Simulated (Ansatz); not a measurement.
`C#[C][GaH][CH3]` + NH₃ → `[CH3][GaH][NH2]` + `C#C` at 400 K and 1 bar (ligand exchange at a Ga–C bond).

Program: Ansatz. Geometries: PBE0-D4/def2-TZVP. ΔE: electronic, gas phase. CBS: MP2 limit from def2 TZ/QZ plus the TZ coupled-cluster correction, frozen cores. This one scheme is used for every species. For Ga outer-core shells are correlated without core-valence functions, which leaves a few kJ/mol of doubt a bond. Scalar relativity is left out up to krypton. Each species was taken in one conformer, which may not be the lowest.

```json
{"species": "`C#[C][GaH][CH3]`", "CCSD(T)/CBS energy (Eh)": "-2041.04465", "H − E (kJ/mol)": "190.6", "S (J/(mol·K))": "377.5"}
{"species": "NH₃", "CCSD(T)/CBS energy (Eh)": "-56.50880", "H − E (kJ/mol)": "104.2", "S (J/(mol·K))": "203.1"}
{"species": "`[CH3][GaH][NH2]`", "CCSD(T)/CBS energy (Eh)": "-2020.32995", "H − E (kJ/mol)": "206.9", "S (J/(mol·K))": "350.0"}
{"species": "`C#C`", "CCSD(T)/CBS energy (Eh)": "-77.22717", "H − E (kJ/mol)": "85.5", "S (J/(mol·K))": "213.8"}
```

H − E and S are ideal-gas, rigid-rotor, harmonic terms from PBE0-D4/def2-TZVP, for one conformer and one mirror image of each species. 1 Eh = 2625.50 kJ/mol, R = 8.31446 J/(mol·K).

Problem. By hand: ΔE, ΔH, ΔS and ΔG.

Solution. ΔE = (-2020.32995) + (-77.22717) − (-2041.04465) − (-56.50880) = -0.00367 Eh = -9.6 kJ/mol. Δ(H − E) = 206.9 + 85.5 − 190.6 − 104.2 = -2.4, so ΔH = -12.0 kJ/mol. ΔS = 350.0 + 213.8 − 377.5 − 203.1 = -16.8 J/(mol·K). ΔG = -12.0 − 400 × (-16.8)/1000 = -5.3 kJ/mol.

Problem. By hand: the equilibrium constant, and the temperature at which ΔG would vanish if ΔH and ΔS stayed fixed.

Solution. log₁₀ K = −ΔG/(RT ln 10) = 0.7. ΔG = 0 at ΔH/ΔS = 714 K, though so small a ΔS makes that figure unsure.

TΔS isn't small against ΔH here. The sign of ΔG lies within the doubt. A doubt of 5 kJ/mol in ΔE shifts log₁₀ K by 0.7 here. Other conformers and mirror images would add mixing entropy, several J/(mol·K) or more a flexible species. Modes under 60 cm⁻¹, often nearly free rotors, make the harmonic entropy too high. These are equilibria of isolated gas molecules and say nothing of rates. Largest T1 diagnostic: 0.013 (customary marks: 0.02 for closed shells, 0.045 for open ones).
